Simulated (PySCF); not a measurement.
**Group charges in `C=CCC(=O)[Si@@H](N)[SiH3]`**

C₄H₁₁NOSi₂.
Atom-mapped SMILES: `[CH2:1]=[CH:2][CH2:3][C:4](=[O:5])[Si@@H:6]([NH2:7])[SiH3:8]` (hydrogens: H9, H10 on C1; H11 on C2; H12, H13 on C3; H14 on Si6; H15, H16 on N7; H17, H18, H19 on Si8)

Geometry (GFN2-xTB, Å), atoms numbered from 1 in this order:
```xyz
19
C4H11NOSi2 angstrom
C     -2.5129    0.0501    0.2676
C     -1.9130    0.4050   -0.8548
C     -0.9994   -0.4816   -1.6391
C      0.4154    0.0153   -1.3913
O      0.9474    0.8048   -2.1388
Si     1.3185   -0.5706    0.1982
N      2.9517   -0.2404   -0.2230
Si     0.5534    0.4720    2.1160
H     -2.4066   -0.9397    0.6798
H     -3.1523    0.7263    0.8078
H     -2.0336    1.4040   -1.2522
H     -1.2288   -0.4067   -2.7043
H     -1.0850   -1.5151   -1.3042
H      1.1630   -2.0391    0.2136
H      3.1275    0.3349   -1.0318
H      3.6781   -0.1336    0.4634
H     -0.3302   -0.4018    2.8931
H     -0.1776    1.7214    1.8867
H      1.6747    0.8040    3.0058
```

Atomic charges (e) from the PBE0/pcSseg-1 density (PySCF):

| atom | Mulliken | IAO | Hirshfeld | ESP-fitted |
| --- | --- | --- | --- | --- |
| C1 | -0.1476 | -0.3167 | -0.0906 | -0.4424 |
| C2 | -0.2555 | -0.1238 | -0.0274 | -0.0991 |
| C3 | -0.1498 | -0.3166 | -0.0823 | -0.1846 |
| C4 | -0.0090 | +0.1607 | +0.0897 | +0.3617 |
| O5 | -0.3478 | -0.3873 | -0.2123 | -0.4257 |
| Si6 | +0.5857 | +0.6969 | +0.2905 | +0.5289 |
| N7 | -0.6186 | -0.8418 | -0.3216 | -0.9690 |
| Si8 | +0.1452 | +0.2487 | +0.1964 | +0.0693 |
| H9 | +0.1208 | +0.1464 | +0.0476 | +0.1862 |
| H10 | +0.1279 | +0.1590 | +0.0524 | +0.1894 |
| H11 | +0.1225 | +0.1549 | +0.0517 | +0.1477 |
| H12 | +0.1464 | +0.1653 | +0.0524 | +0.1104 |
| H13 | +0.1359 | +0.1491 | +0.0496 | +0.0798 |
| H14 | -0.0827 | -0.1397 | -0.0898 | -0.1364 |
| H15 | +0.2056 | +0.2734 | +0.1079 | +0.3538 |
| H16 | +0.1917 | +0.2622 | +0.1164 | +0.3822 |
| H17 | -0.0640 | -0.1003 | -0.0783 | -0.0592 |
| H18 | -0.0462 | -0.0900 | -0.0739 | -0.0466 |
| H19 | -0.0604 | -0.1002 | -0.0781 | -0.0466 |

Question: Cut each of the bonds C1–C2, C2–C3, C3–C4, Si6–C4, N7–Si6 and Si8–Si6 in turn and sum the charges on the side of the atom named first.

Answer: In e; the other side holds the opposite charge:

```json
{"bond cut": "C1–C2", "piece": "CH2", "atoms": "3", "Mulliken": "+0.101", "IAO": "-0.011", "Hirshfeld": "+0.009", "ESP-fitted": "-0.067"}
{"bond cut": "C2–C3", "piece": "C2H3", "atoms": "5", "Mulliken": "-0.032", "IAO": "+0.020", "Hirshfeld": "+0.034", "ESP-fitted": "-0.018"}
{"bond cut": "C3–C4", "piece": "C3H5", "atoms": "8", "Mulliken": "+0.101", "IAO": "+0.018", "Hirshfeld": "+0.053", "ESP-fitted": "-0.013"}
{"bond cut": "Si6–C4", "piece": "Si2NH6", "atoms": "9", "Mulliken": "+0.256", "IAO": "+0.209", "Hirshfeld": "+0.069", "ESP-fitted": "+0.076"}
{"bond cut": "N7–Si6", "piece": "NH2", "atoms": "3", "Mulliken": "-0.221", "IAO": "-0.306", "Hirshfeld": "-0.097", "ESP-fitted": "-0.233"}
{"bond cut": "Si8–Si6", "piece": "SiH3", "atoms": "4", "Mulliken": "-0.025", "IAO": "-0.042", "Hirshfeld": "-0.034", "ESP-fitted": "-0.083"}
```

Extremes among these pieces. Mulliken: lowest NH2 at N7, highest Si2NH6 at Si6; IAO: lowest NH2 at N7, highest Si2NH6 at Si6; Hirshfeld: lowest NH2 at N7, highest Si2NH6 at Si6; ESP-fitted: lowest NH2 at N7, highest Si2NH6 at Si6.

Question: Do the schemes agree better on the pieces than on the single atoms at the cuts?

Answer: The spread between schemes averages 0.133 e for the pieces and 0.341 e for the atoms named first; it is smaller for the piece at 6 of the 6 cuts. On average they agree better on the pieces. The sign differs between schemes (beyond ±0.03 e) for CH2 at C1 and C2H3 at C2.

One conformer (not necessarily the lowest) at the GFN2-xTB geometry, without solvent, vibrations or thermal averaging.
